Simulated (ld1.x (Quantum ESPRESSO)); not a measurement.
## What one change does to a pseudopotential (Pb (Z = 82), ultrasoft)

ld1.x (Quantum ESPRESSO) 7.5 input, shortened:

```
&input
   title='Pb', zed=82., rel=1, dft='PBE', iswitch=3,
   config='[Xe] 4f14 5d10 6s2 6p1.5'
 /
 &inputp
   pseudotype=3, tm=.true., lloc=-2, rcloc=1.95,
   nlcc=.true.,
   which_augfun='PSQ', rmatch_augfun=1.75
 /
6
6S  1  0   2.00   0.00  1.65  2.00  0.0
6S  1  0   0.00   1.15  1.65  2.00  0.0
6P  2  1   1.50   0.00  1.75  2.15  0.0
6P  2  1   0.00   1.20  1.75  2.15  0.0
5D  3  2  10.00   0.00  1.60  2.20  0.0
5D  3  2   0.00  -1.50  1.60  2.20  0.0
 &test
   configts(1)='5d10 6s2 6p1.5'
 /
```

Change: type TM semilocal; waves now 6s (bound): rc 2.00 bohr; 5d (bound): rc 2.20 bohr; 6p (bound): rc 2.15 bohr; local potential the p channel.

Cutoffs: the cutoffs (Ry, on a coarse ladder) from which the occupation-weighted sum of valence levels, in a spherical-Bessel basis at the reference potential, stays within 10 and 1 mRy of its value at 400 Ry; they do not see the model core or the augmentation charge, which bear on the density cutoff. Errors are all-electron minus pseudo energies relative to the spin-unpolarised reference configuration.

Task: Predict the effect on cutoff, ghosts and configuration errors.

Result: The potential gets harder (25 Ry and 40 Ry → 50 Ry and 80 Ry); of the 7 tests that both files solve, the error grows in 3 and shrinks in 1 by more than 15 % and 0.3 meV (median size 7.3 → 5.9 meV); the range in which the s phases agree narrows (upper end 4.7 → 3.0); the range in which the d phases agree narrows (upper end at the end of the scan → 1.2); neither file shows a bound ghost. A semilocal file is local in each channel, so a ghost entry of none says nothing of the separable form that plane-wave codes build from it. Several settings change at once here, so the effects cannot be laid on one of them.

```tsv
quantity	base	changed
cutoff, loose	25 Ry	50 Ry
cutoff, tight	40 Ry	80 Ry
loose cutoff by channel (10 mRy a level)	s 8 Ry, p 6 Ry, d 18 Ry	s 18 Ry, d 40 Ry, p 6 Ry
bound ghosts	none	none
error for 5d10 6s2 6p2, meV [ΔE -2.49 eV]	+1.0	+1.1
error for 5d10 6s2 6p1, meV [ΔE 4.08 eV]	-2.2	-2.1
error for 5d10 6s2 6p0, meV [ΔE 17.53 eV]	-13	-14
error for 5d9 6s2 6p2, meV [ΔE 24.67 eV]	-33	-89
error for 5d10 6s1 6p2, meV [ΔE 13.61 eV]	-7.3	-5.9
error for 5d10 6s2 6p2.3, meV [ΔE -3.29 eV]	+1.2	+1.6
error for 5d9 6s2 6p3, meV [ΔE 16.83 eV]	-30	-124
s: phases at 2.40 bohr within 0.05 rad from the reference energy up to (Ry; the scan ends near 5)	4.7	3.0
p: phases at 2.40 bohr within 0.05 rad from the reference energy up to (Ry; the scan ends near 5)	3.4	2.9
d: phases at 2.40 bohr within 0.05 rad from the reference energy up to (Ry; the scan ends near 5)	to the end of the scan	1.2
```
